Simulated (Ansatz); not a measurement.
Gas-phase electronic energies from Ansatz, PBE0-D4/def2-TZVP geometries. CBS: MP2 limit from def2 TZ/QZ plus the TZ coupled-cluster correction, frozen cores. This one scheme is used for every species. Functionals use def2-TZVPP. One conformer a species, not always the lowest.

`CO[SiH](C)N` + H₂ → `C[SiH2]N` + CH₃OH  (hydrogenolysis of the Si–O bond)

(1) Is it downhill or uphill in electronic energy at CCSD(T)/CBS, and by how much? (Best estimate.)

(2) What do these levels give: PBE, r2SCAN, BHLYP, CCSD(T)/def2-SVP, CCSD(T)/def2-TZVPP, MP2/CBS(def2)? (Estimate.)

Largest T1 diagnostic among the species: 0.010.

Answers

(1) Ansatz gave: Uphill: ΔE = +94.6 kJ/mol.

(2) Computed: PBE 80.5, r2SCAN 95.9, BHLYP 86.2, CCSD(T)/def2-SVP 80.2, CCSD(T)/def2-TZVPP 93.5, MP2/CBS(def2) 101.2 kJ/mol.

In def2-TZVPP, CCSD(T) changes the Hartree–Fock value by +13.0 kJ/mol (the triples alone add +3.5 kJ/mol) and MP2 by +19.6 kJ/mol. Leaving LDA and LC-ωPBE aside and taking each functional with its dispersion term where it has one, the values, not all of them listed here, spread over 11.1 kJ/mol, from HSE06-D4 to r2SCAN-D4. LDA lies +12.5 kJ/mol from PBE without D4. The D4 term adds +11.9 kJ/mol with B3LYP and +6.7 kJ/mol with PBE0; it sums over pairs of atoms, weighted by their polarisabilities, and B3LYP, whose exchange is more repulsive, gets the larger term.

B3LYP here is the variant with VWN-RPA as its local correlation; programs differ in this.
